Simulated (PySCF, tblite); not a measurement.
Calculations on `[SiH3]C[Si](O)(O)OC=O`, in the order of a workflow; each names the level of the geometry that it ran on. Settings lines and outputs come from a driver script.

C2H8O4Si2.
Bonds: O1–C2 (double), C2–O3, O3–Si4, Si4–O5, Si4–O6, Si4–C7, C7–Si8. Hydrogens: H9 on C2; H10 on O5; H11 on O6; H12, H13 on C7; H14, H15, H16 on Si8.

Step 1: GFN2-xTB geometry optimisation, gas phase (tblite 0.8.0) (from a force-field or distance-geometry start)
```json
{"job": {"kind": "relax", "xc": "GFN2-xTB", "basis": "xTB"}, "charge": 0, "multiplicity": 1}
```
```
step      E/eV     max force
  0    -767.73328    1.992
  1    -767.86465    1.717
  2    -767.88834    1.037
...
 71    -768.03056    0.026
 72    -768.03062    0.026
 73    -768.03071    0.022
 74    -768.03078    0.016
 75    -768.03081    0.009
```

Energy lowered by 6.9 kcal/mol over 75 steps; largest atomic force 0.009 eV/Å at the end. «max force» is the largest atomic force in eV/Å.

The run took 0.97 s of wall time on Arm Neoverse N1, one thread, on a shared host.

Step 2: GFN2-xTB harmonic vibrations, gas phase (tblite 0.8.0) (on the GFN2-xTB geometry)
```json
{"job": {"kind": "ir", "xc": "GFN2-xTB", "basis": "xTB"}, "charge": 0, "multiplicity": 1}
```
```
(table of modes left out)
```

42 modes from 20 to 3643 cm⁻¹ (unscaled, harmonic); zero-point energy 63.9 kcal/mol; all wavenumbers are real at this level.

Hardware: one thread of an Arm Neoverse N1, no GPU (shared host). Cost: 1.0 s.

Step 3: TDDFT CAM-B3LYP/def2-SVPD, vertical, gas phase, core orbitals frozen in the response (PySCF 2.14.0, density-fitted response routines) (on the GFN2-xTB geometry)
```json
{"job": {"kind": "uv", "xc": "CAM-B3LYP", "basis": "def2-SVPD", "nstates": 8, "ntriplets": 3}, "charge": 0, "multiplicity": 1}
```
```
...
Static polarisability (au): isotropic 85.383, principal 79.504 83.361 93.285
Singlet excitations
state   eV       nm        f      main configurations
  1   5.8782    210.9   0.00092   H->L+1 0.43, H-1->L+1 0.30, H->L 0.13
  2   7.8328    158.3   0.00678   H->L 0.19, H-1->L+1 0.16, H-5->L+1 0.12
  3   8.0550    153.9   0.03196   H->L 0.43, H->L+1 0.20, H->L+3 0.09
  4   8.1541    152.1   0.05323   H-1->L 0.36, H-1->L+1 0.15, H-4->L+1 0.09
  5   8.3935    147.7   0.13255   H-1->L 0.20, H-4->L+1 0.19, H-4->L 0.12
  6   8.5630    144.8   0.03251   H-1->L+1 0.17, H-2->L 0.11, H-2->L+1 0.09
  7   8.6508    143.3   0.01925   H-5->L 0.31, H-6->L 0.19
  8   8.6969    142.6   0.03119   H-2->L+1 0.13, H->L+3 0.13, H->L+2 0.13
Triplet excitations (Tamm-Dancoff, eV): 5.3432 6.1728 7.5588
```

HOMO -10.07 eV, LUMO 0.60 eV; lowest singlet 5.88 eV; lowest triplet 5.34 eV (Tamm–Dancoff); mean polarisability 85.4 au.

Time: 2.2 min wall; peak memory 1.2 GiB. Hardware: one thread of an Arm Neoverse N1, no GPU, shared host.

Geometry of the electronic-property runs (GFN2-xTB):
```
atom  x, y, z in Å
O1     1.9231    1.5815    1.2068
C2     2.2233    0.5506    0.6720
O3     1.5503   -0.0420   -0.2701
Si4    0.0721    0.5801   -0.8468
O5    -0.2022   -0.1940   -2.2313
O6     0.2876    2.1611   -1.1536
C7    -1.2768    0.1011    0.3757
Si8   -1.3177   -1.7592    0.7776
H9     3.1370   -0.0137    0.9303
H10    0.3361   -0.0289   -3.0025
H11    0.6616    2.7059   -0.4601
H12   -1.1362    0.6603    1.3009
H13   -2.2434    0.4027   -0.0218
H14   -2.4114   -1.9809    1.7324
H15   -0.0589   -2.1673    1.4089
H16   -1.5521   -2.5485   -0.4300
```

 (This holds for the electronic-property runs.)

One conformer stands for the species.
